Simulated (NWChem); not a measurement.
Correlation energy of tin monoxide (OSn)

```xyz
2

Sn     0.0000     0.0000     0.2536
O      0.0000     0.0000    -1.5848
```
Charge 0, spin multiplicity 1.

The numbers come from NWChem runs, not from measurements. Structure: optimised with PBE0/def2-SVP with def2 effective core potentials on Sn, a minimum by its harmonic frequencies.

Basis set: def2-SVP. Each correlation energy counts from its own Hartree-Fock reference.

```json
[
 {"method": "MP2", "correlation energy (mHa)": "-310.3", "difference from CCSD(T)": "+10.8"},
 {"method": "CCSD+T(CCSD)", "correlation energy (mHa)": "-329.2", "difference from CCSD(T)": "-8.1"},
 {"method": "CCSD", "correlation energy (mHa)": "-302.5", "difference from CCSD(T)": "+18.6"},
 {"method": "SCS-MP2", "correlation energy (mHa)": "-296.5", "difference from CCSD(T)": "+24.6"},
 {"method": "CR-CCSD[T]", "correlation energy (mHa)": "-322.3", "difference from CCSD(T)": "-1.2"},
 {"method": "CR-CCSD(T)", "correlation energy (mHa)": "-316.6", "difference from CCSD(T)": "+4.5"},
 {"method": "CCSD(T)", "correlation energy (mHa)": "-321.1", "difference from CCSD(T)": "0.0"}
]
```

The values span 32.7 mHa, from CCSD+T(CCSD) (lowest) to SCS-MP2 (highest). 

Effective core potentials replace the inner electrons of Sn; spin-orbit coupling is left out. The correlated methods keep 5 core orbitals frozen. Differences from the coupled-cluster row are differences between methods, not errors against experiment.
